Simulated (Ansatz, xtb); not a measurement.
**A geometry optimisation of BFH5SSi with r2SCAN-D4/def2-SVP**

The starting geometry of this gas-phase doublet was built from a drawn formula by distance geometry and a force field; its bonds are those of `F[SH]B[SiH3]`.

```xyz
9

B     0.3022    0.7982    0.5916
F    -0.8465    1.2599    3.2145
S    -0.0611    2.0142    1.9447
Si   -1.1570   -0.1003   -0.3260
H    -0.7836    3.1145    1.4447
H     1.4239    0.6110    0.2653
H    -2.0206    0.9082   -0.9353
H    -1.9296   -0.8517    0.5996
H    -0.5650   -0.9947   -1.3763
```

Task: Where would you expect an optimisation with r2SCAN-D4/def2-SVP to take it?

Result: It keeps its bonds, and is `F[SH]B[SiH3]`.

The energy falls by 0.99 eV over 17 steps:

```
step  E − E(last) (eV)
   1             0.987
   3             0.147
   5             0.034
   6             0.021
   8             0.010
  10             0.003
  12             0.001
  13             0.001
  15             0.000
  17             0.000
```

Final geometry (Å):

```xyz
9

B     0.2990    0.6749    0.7555
F    -0.4919    1.9290    3.2924
S     0.1514    2.2504    1.6139
Si   -1.1697   -0.0718   -0.3840
H    -1.0847    2.6508    1.2227
H     1.3594    0.1456    0.9760
H    -2.2812    0.9248   -0.5339
H    -1.7437   -1.3124    0.2305
H    -0.6757   -0.4319   -1.7503
```

From the same start GFN2-xTB reaches the same bonding as this run.

No frequencies were run, so the end isn't proven a minimum. Open shells are spin-unrestricted. Run with Ansatz 0.2.0, 42 s on 2 threads of Intel(R) Xeon(R) 6975P-C (Granite Rapids), on a shared host.
